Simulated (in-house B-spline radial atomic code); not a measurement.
# Binding energies in neutral phosphorus

NIST's tabulated ground configuration is [Ne] 3s2 3p3; each binding energy is the energy of the ion with one electron taken from that subshell, relaxed, less that of the parent. All numbers are computed (Dirac-Kohn-Sham PBE0, spherical fractional occupations; Fermi nucleus of rms radius 3.1889 fm) with a B-spline radial code for spherical atoms, not measured. Energies include first-order Breit, QED and recoil terms.

Caution: exact exchange at fractional occupations of open shells leaves self-interaction of up to several eV.

| subshell | X-ray name | binding energy (eV) | -ε (eV) | relaxation (eV) |
| --- | --- | --- | --- | --- |
| 1s | K | 2178 | 2109.3 | -70.3 |
| 2s | L1 | 194.5 | 182.6 | -12.0 |
| 2p3/2 | L3 | 145.1 | 130.6 | -14.5 |
| 2p1/2 | L2 | 144.5 | 131.5 | -13.0 |
| 3s | M1 | 19.98 | 15.77 | -4.21 |
| 3p | M2,3 | 9.67 | 5.66 | -4.02 |

Relaxation = -ε minus the binding energy without Breit, QED and recoil terms. With a density functional, K lines can miss by some tenths of a per cent, more in light atoms. For a density functional the relaxation so defined is negative, because -ε of a Kohn-Sham level is smaller than the binding energy.

Emission lines follow as differences of binding energies, with λ = 12398.42 eV·Å / E:

| line | holes | energy (eV) | wavelength (Å) |
| --- | --- | --- | --- |
| K-L3 | 1s → 2p3/2 | 2032.9 | 6.0989 |
| K-L2 | 1s → 2p1/2 | 2033.5 | 6.0971 |
| L3-M1 | 2p3/2 → 3s | 125.1 | 99.092 |

Q: What screening constant σ does Moseley's law, E = (3/4)·13.6057 eV·(Z - σ)², need for K-L3?

A: σ = 0.89.

Q: What does it cost to remove both a 2s and a 2p1/2 electron?

A: 371.16 eV, which is 32.15 eV more than the two single binding energies together.

Q: What does it cost to remove both a 1s and a 2p3/2 electron?

A: 2370.6 eV, which is 47.55 eV more than the two single binding energies together.

Q: What does it cost to remove both a 2p3/2 and a 3s electron?

A: 178.66 eV, which is 13.63 eV more than the two single binding energies together.
